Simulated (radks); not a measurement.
Li III, configuration 1s1.

Method: non-relativistic Kohn-Sham, exchange-only LDA, spin-polarised, spherical densities, point nucleus; open shells are filled with parallel spins first; computed with a radial shooting solver on a logarithmic mesh with Libxc functionals.

Energy parts (eV):
| part | energy |
|---|---|
| total | -118.862 |
| kinetic | 118.862 |
| electron-nucleus | -241.272 |
| Hartree | 25.031 |
| exchange | -21.484 |

Orbitals (lengths in bohr, moments of r in powers of bohr; <r^-3> diverges for s and p1/2):
orbital  occ.  eigenvalue (eV)   <r^4>  <1/r>   <r^2>  <r^-3>
1s up       1        -100.9926  0.3116  2.956  0.3497       -

The highest occupied level is 1s up at -100.99 eV. Virial ratio -V/T = 2.00000. Summed over all electrons, <r^2> = 0.3497 bohr^2, which gives a Langevin (diamagnetic) susceptibility term of -0.277 x 10^-6 cm^3/mol. The spin density at the nucleus is 8.385 e/bohr^3 (1s 8.385), a Fermi contact field of 440 T. The electron density at the nucleus is 8.385 e/bohr^3. Spin moment in Bohr magnetons: 1. The density falls to 0.001 e/bohr^3 at r = 1.54 bohr.
